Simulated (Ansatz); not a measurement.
A short molecular-dynamics run on FH₄OSi₂, SMILES `O[SiH](F)[SiH2]` radical.

```yaml
crystal:
  periodic: [false, false, false]
  atoms:
    - {symbol: O, position_ang: [0.842025, 0.494730, -1.543284]}
    - {symbol: Si, position_ang: [0.827363, 0.317161, 0.082773]}
    - {symbol: F, position_ang: [0.813598, 1.754130, 0.789231]}
    - {symbol: Si, position_ang: [-1.026233, -0.817764, 0.930775]}
    - {symbol: H, position_ang: [0.043287, 0.792839, -1.981304]}
    - {symbol: H, position_ang: [2.109823, -0.341676, 0.407203]}
    - {symbol: H, position_ang: [-1.209685, -2.192920, 0.392098]}
    - {symbol: H, position_ang: [-2.308079, -0.063599, 0.866808]}
basis:
  gaussian: {orbitals: "6-31G*"}
magnetization: {spin_polarized: true, initial_magnetization: 1}
hamiltonian: {xc: {name: r2SCAN}, dispersion: rvv10}
md: {timestep: 0.5 fs, n_steps: 20, ensemble: nvt_nose_hoover, temperature: 300, initial_velocities: maxwell_boltzmann, seed: 843}
```

```sh
$ ansatz run in.yaml --threads 4 --pin off --events-out ev --progress --plain --max-ram 10444MiB
```

```json
{"step": "0", "time (fs)": "0.0", "potential energy (eV)": "-20578.8663", "kinetic (eV)": "0.2327", "T (K)": "300", "conserved (eV)": "-20578.6336"}
{"step": "1", "time (fs)": "0.5", "potential energy (eV)": "-20578.8609", "kinetic (eV)": "0.2274", "T (K)": "293", "conserved (eV)": "-20578.6335"}
{"step": "2", "time (fs)": "1.0", "potential energy (eV)": "-20578.8404", "kinetic (eV)": "0.2072", "T (K)": "267", "conserved (eV)": "-20578.6332"}
{"step": "3", "time (fs)": "1.5", "potential energy (eV)": "-20578.8103", "kinetic (eV)": "0.1777", "T (K)": "229", "conserved (eV)": "-20578.6326"}
{"step": "4", "time (fs)": "2.0", "potential energy (eV)": "-20578.7791", "kinetic (eV)": "0.1469", "T (K)": "189", "conserved (eV)": "-20578.6321"}
{"step": "5", "time (fs)": "2.5", "potential energy (eV)": "-20578.7549", "kinetic (eV)": "0.1231", "T (K)": "159", "conserved (eV)": "-20578.6317"}
{"step": "6", "time (fs)": "3.0", "potential energy (eV)": "-20578.7436", "kinetic (eV)": "0.1120", "T (K)": "144", "conserved (eV)": "-20578.6316"}
{"step": "7", "time (fs)": "3.5", "potential energy (eV)": "-20578.7471", "kinetic (eV)": "0.1153", "T (K)": "149", "conserved (eV)": "-20578.6318"}
{"step": "8", "time (fs)": "4.0", "potential energy (eV)": "-20578.7626", "kinetic (eV)": "0.1304", "T (K)": "168", "conserved (eV)": "-20578.6322"}
{"step": "9", "time (fs)": "4.5", "potential energy (eV)": "-20578.7839", "kinetic (eV)": "0.1512", "T (K)": "195", "conserved (eV)": "-20578.6327"}
{"step": "10", "time (fs)": "5.0", "potential energy (eV)": "-20578.8034", "kinetic (eV)": "0.1704", "T (K)": "220", "conserved (eV)": "-20578.6331"}
{"step": "11", "time (fs)": "5.5", "potential energy (eV)": "-20578.8154", "kinetic (eV)": "0.1823", "T (K)": "235", "conserved (eV)": "-20578.6332"}
{"step": "12", "time (fs)": "6.0", "potential energy (eV)": "-20578.8184", "kinetic (eV)": "0.1855", "T (K)": "239", "conserved (eV)": "-20578.6330"}
{"step": "13", "time (fs)": "6.5", "potential energy (eV)": "-20578.8153", "kinetic (eV)": "0.1828", "T (K)": "236", "conserved (eV)": "-20578.6327"}
{"step": "14", "time (fs)": "7.0", "potential energy (eV)": "-20578.8110", "kinetic (eV)": "0.1787", "T (K)": "230", "conserved (eV)": "-20578.6325"}
{"step": "15", "time (fs)": "7.5", "potential energy (eV)": "-20578.8078", "kinetic (eV)": "0.1755", "T (K)": "226", "conserved (eV)": "-20578.6326"}
{"step": "16", "time (fs)": "8.0", "potential energy (eV)": "-20578.8042", "kinetic (eV)": "0.1716", "T (K)": "221", "conserved (eV)": "-20578.6328"}
{"step": "17", "time (fs)": "8.5", "potential energy (eV)": "-20578.7961", "kinetic (eV)": "0.1634", "T (K)": "211", "conserved (eV)": "-20578.6330"}
{"step": "18", "time (fs)": "9.0", "potential energy (eV)": "-20578.7808", "kinetic (eV)": "0.1483", "T (K)": "191", "conserved (eV)": "-20578.6329"}
{"step": "19", "time (fs)": "9.5", "potential energy (eV)": "-20578.7595", "kinetic (eV)": "0.1272", "T (K)": "164", "conserved (eV)": "-20578.6326"}
{"step": "20", "time (fs)": "10.0", "potential energy (eV)": "-20578.7365", "kinetic (eV)": "0.1047", "T (K)": "135", "conserved (eV)": "-20578.6322"}
```

Velocities are drawn at the set temperature; a run this short doesn't reach equilibrium.

Frames (Å, forces in eV/Å):

```xyz
8
time=0.0 fs
O     0.842    0.495   -1.543    0.385   -0.146   -0.380
Si    0.827    0.317    0.083   -0.074   -0.370    0.361
F     0.814    1.754    0.789   -0.023    0.474    0.250
Si   -1.026   -0.818    0.931    0.150    0.040   -0.024
H     0.043    0.793   -1.981   -0.367    0.132   -0.163
H     2.110   -0.342    0.407    0.044   -0.082   -0.021
H    -1.210   -2.193    0.392   -0.039   -0.067   -0.018
H    -2.308   -0.064    0.867   -0.076    0.019   -0.004
8
time=0.5 fs
O     0.845    0.497   -1.543   -0.132    0.041   -0.744
Si    0.828    0.316    0.081   -0.371   -0.224    0.381
F     0.812    1.753    0.789   -0.007    0.450    0.244
Si   -1.027   -0.818    0.932    0.079    0.338    0.036
H     0.035    0.793   -1.988    0.157   -0.058    0.138
H     2.093   -0.343    0.404    0.310   -0.199    0.043
H    -1.206   -2.180    0.395   -0.074   -0.303   -0.102
H    -2.317   -0.063    0.867    0.039   -0.045    0.004
8
time=1.0 fs
O     0.848    0.499   -1.542   -0.587    0.197   -1.068
Si    0.829    0.315    0.080   -0.666   -0.073    0.396
F     0.811    1.753    0.789    0.009    0.423    0.236
Si   -1.027   -0.818    0.934    0.011    0.630    0.097
H     0.026    0.792   -1.995    0.620   -0.218    0.406
H     2.078   -0.346    0.400    0.574   -0.318    0.108
H    -1.203   -2.168    0.398   -0.109   -0.538   -0.187
H    -2.325   -0.063    0.866    0.148   -0.104    0.011
8
time=1.5 fs
O     0.851    0.502   -1.542   -0.939    0.311   -1.326
Si    0.829    0.314    0.078   -0.941    0.073    0.409
F     0.810    1.752    0.788    0.026    0.394    0.228
Si   -1.027   -0.819    0.936   -0.051    0.900    0.154
H     0.020    0.791   -2.000    0.978   -0.334    0.613
H     2.063   -0.348    0.397    0.819   -0.431    0.170
H    -1.199   -2.157    0.401   -0.141   -0.755   -0.266
H    -2.333   -0.063    0.866    0.248   -0.158    0.019
8
time=2.0 fs
O     0.853    0.504   -1.542   -1.170    0.377   -1.501
Si    0.829    0.313    0.077   -1.174    0.203    0.421
F     0.809    1.752    0.788    0.044    0.363    0.217
Si   -1.028   -0.819    0.938   -0.105    1.129    0.200
H     0.015    0.790   -2.004    1.212   -0.401    0.747
H     2.051   -0.352    0.395    1.026   -0.526    0.223
H    -1.197   -2.148    0.403   -0.167   -0.941   -0.334
H    -2.340   -0.063    0.866    0.334   -0.203    0.026
8
time=2.5 fs
O     0.856    0.506   -1.542   -1.271    0.396   -1.588
Si    0.830    0.312    0.075   -1.349    0.306    0.437
F     0.807    1.751    0.788    0.061    0.330    0.206
Si   -1.028   -0.819    0.939   -0.153    1.302    0.231
H     0.014    0.787   -2.006    1.314   -0.421    0.803
H     2.041   -0.358    0.392    1.177   -0.594    0.263
H    -1.194   -2.141    0.404   -0.186   -1.080   -0.385
H    -2.347   -0.064    0.866    0.406   -0.239    0.032
8
time=3.0 fs
O     0.858    0.509   -1.543   -1.242    0.370   -1.583
Si    0.830    0.311    0.074   -1.449    0.372    0.459
F     0.806    1.751    0.788    0.078    0.296    0.194
Si   -1.028   -0.819    0.941   -0.192    1.407    0.240
H     0.015    0.784   -2.007    1.281   -0.396    0.779
H     2.034   -0.364    0.391    1.259   -0.626    0.286
H    -1.192   -2.137    0.404   -0.196   -1.159   -0.413
H    -2.352   -0.065    0.866    0.460   -0.265    0.038
8
time=3.5 fs
O     0.860    0.511   -1.543   -1.080    0.301   -1.487
Si    0.830    0.311    0.073   -1.467    0.397    0.490
F     0.805    1.751    0.788    0.095    0.262    0.180
Si   -1.029   -0.819    0.943   -0.223    1.435    0.225
H     0.020    0.779   -2.005    1.113   -0.327    0.675
H     2.030   -0.372    0.390    1.264   -0.615    0.289
H    -1.191   -2.135    0.403   -0.197   -1.173   -0.415
H    -2.357   -0.067    0.866    0.496   -0.280    0.042
8
time=4.0 fs
O     0.862    0.514   -1.544   -0.790    0.194   -1.303
Si    0.830    0.310    0.071   -1.406    0.379    0.529
F     0.804    1.750    0.788    0.111    0.226    0.166
Si   -1.029   -0.818    0.945   -0.245    1.385    0.185
H     0.027    0.774   -2.002    0.813   -0.220    0.494
H     2.028   -0.382    0.390    1.192   -0.562    0.273
H    -1.189   -2.137    0.401   -0.188   -1.119   -0.390
H    -2.360   -0.069    0.866    0.514   -0.284    0.046
8
time=4.5 fs
O     0.864    0.516   -1.545   -0.382    0.054   -1.041
Si    0.830    0.309    0.070   -1.273    0.321    0.576
F     0.803    1.750    0.788    0.127    0.191    0.152
Si   -1.030   -0.818    0.947   -0.256    1.263    0.123
H     0.037    0.768   -1.997    0.393   -0.080    0.244
H     2.030   -0.393    0.390    1.052   -0.469    0.239
H    -1.189   -2.141    0.398   -0.172   -1.003   -0.340
H    -2.362   -0.073    0.866    0.512   -0.278    0.048
8
time=5.0 fs
O     0.866    0.519   -1.546    0.114   -0.107   -0.722
Si    0.830    0.308    0.069   -1.086    0.232    0.628
F     0.801    1.750    0.787    0.141    0.156    0.137
Si   -1.030   -0.817    0.949   -0.255    1.080    0.042
H     0.047    0.762   -1.993   -0.117    0.080   -0.056
H     2.034   -0.405    0.392    0.860   -0.345    0.192
H    -1.189   -2.147    0.395   -0.148   -0.836   -0.269
H    -2.363   -0.077    0.867    0.491   -0.260    0.049
8
time=5.5 fs
O     0.868    0.522   -1.548    0.643   -0.270   -0.380
Si    0.829    0.307    0.068   -0.863    0.121    0.683
F     0.800    1.749    0.787    0.155    0.122    0.123
Si   -1.030   -0.817    0.950   -0.240    0.850   -0.053
H     0.057    0.756   -1.988   -0.659    0.242   -0.372
H     2.041   -0.418    0.393    0.634   -0.199    0.134
H    -1.189   -2.155    0.390   -0.120   -0.633   -0.183
H    -2.363   -0.081    0.867    0.452   -0.232    0.048
8
time=6.0 fs
O     0.870    0.524   -1.549    1.120   -0.412   -0.068
Si    0.829    0.307    0.067   -0.625    0.000    0.738
F     0.799    1.749    0.787    0.168    0.088    0.109
Si   -1.031   -0.816    0.952   -0.210    0.590   -0.154
H     0.065    0.750   -1.984   -1.150    0.381   -0.655
H     2.049   -0.431    0.395    0.391   -0.042    0.073
H    -1.189   -2.165    0.386   -0.090   -0.410   -0.089
H    -2.362   -0.086    0.868    0.394   -0.194    0.047
8
time=6.5 fs
O     0.872    0.527   -1.550    1.450   -0.506    0.157
Si    0.828    0.306    0.065   -0.388   -0.121    0.789
F     0.798    1.749    0.787    0.179    0.055    0.096
Si   -1.031   -0.815    0.954   -0.163    0.315   -0.255
H     0.071    0.746   -1.981   -1.489    0.470   -0.850
H     2.057   -0.445    0.397    0.149    0.115    0.011
H    -1.190   -2.176    0.381   -0.058   -0.180    0.008
H    -2.359   -0.092    0.869    0.320   -0.148    0.044
8
time=7.0 fs
O     0.874    0.529   -1.552    1.551   -0.535    0.251
Si    0.828    0.305    0.065   -0.167   -0.235    0.835
F     0.797    1.749    0.787    0.189    0.023    0.084
Si   -1.032   -0.814    0.956   -0.100    0.039   -0.352
H     0.073    0.743   -1.981   -1.597    0.493   -0.914
H     2.067   -0.458    0.399   -0.079    0.265   -0.047
H    -1.191   -2.188    0.376   -0.028    0.042    0.103
H    -2.356   -0.098    0.870    0.232   -0.094    0.040
8
time=7.5 fs
O     0.876    0.531   -1.553    1.396   -0.495    0.198
Si    0.827    0.304    0.064    0.028   -0.334    0.874
F     0.796    1.748    0.787    0.198   -0.007    0.073
Si   -1.033   -0.814    0.958   -0.024   -0.226   -0.441
H     0.071    0.741   -1.983   -1.445    0.445   -0.831
H     2.075   -0.471    0.401   -0.285    0.402   -0.100
H    -1.192   -2.199    0.371    0.000    0.249    0.191
H    -2.353   -0.104    0.871    0.131   -0.034    0.035
8
time=8.0 fs
O     0.879    0.533   -1.554    1.020   -0.401    0.021
Si    0.827    0.303    0.063    0.194   -0.414    0.904
F     0.795    1.748    0.787    0.206   -0.037    0.064
Si   -1.033   -0.813    0.959    0.064   -0.473   -0.518
H     0.066    0.740   -1.987   -1.070    0.343   -0.624
H     2.084   -0.482    0.403   -0.461    0.521   -0.145
H    -1.192   -2.209    0.367    0.024    0.432    0.270
H    -2.349   -0.110    0.872    0.022    0.030    0.029
8
time=8.5 fs
O     0.882    0.536   -1.556    0.510   -0.279   -0.231
Si    0.826    0.303    0.062    0.326   -0.475    0.923
F     0.794    1.748    0.787    0.213   -0.065    0.055
Si   -1.034   -0.812    0.961    0.159   -0.695   -0.584
H     0.058    0.739   -1.992   -0.557    0.211   -0.341
H     2.091   -0.493    0.404   -0.607    0.620   -0.181
H    -1.193   -2.219    0.364    0.046    0.589    0.337
H    -2.345   -0.117    0.873   -0.090    0.095    0.023
8
time=9.0 fs
O     0.885    0.538   -1.557   -0.039   -0.155   -0.502
Si    0.826    0.302    0.061    0.426   -0.513    0.929
F     0.793    1.748    0.787    0.219   -0.093    0.047
Si   -1.034   -0.811    0.963    0.256   -0.886   -0.637
H     0.049    0.740   -1.998   -0.004    0.075   -0.036
H     2.097   -0.501    0.405   -0.719    0.698   -0.209
H    -1.194   -2.227    0.361    0.063    0.715    0.392
H    -2.341   -0.122    0.874   -0.201    0.159    0.017
8
time=9.5 fs
O     0.888    0.540   -1.558   -0.548   -0.047   -0.744
Si    0.825    0.301    0.061    0.494   -0.530    0.922
F     0.792    1.747    0.787    0.224   -0.120    0.039
Si   -1.035   -0.811    0.964    0.349   -1.042   -0.678
H     0.040    0.740   -2.005    0.507   -0.045    0.245
H     2.101   -0.509    0.405   -0.799    0.755   -0.228
H    -1.194   -2.234    0.359    0.077    0.811    0.434
H    -2.338   -0.128    0.875   -0.304    0.218    0.011
8
time=10.0 fs
O     0.891    0.542   -1.560   -0.963    0.033   -0.927
Si    0.825    0.300    0.060    0.533   -0.525    0.901
F     0.791    1.747    0.787    0.229   -0.145    0.031
Si   -1.035   -0.810    0.966    0.432   -1.160   -0.708
H     0.032    0.741   -2.010    0.923   -0.138    0.472
H     2.103   -0.514    0.405   -0.846    0.790   -0.238
H    -1.195   -2.238    0.358    0.086    0.876    0.463
H    -2.335   -0.133    0.876   -0.394    0.269    0.007
```

Hardware: 4 threads of an Arm Neoverse V1 on a shared host. Wall time 78 s, peak host memory 0.23 GiB.
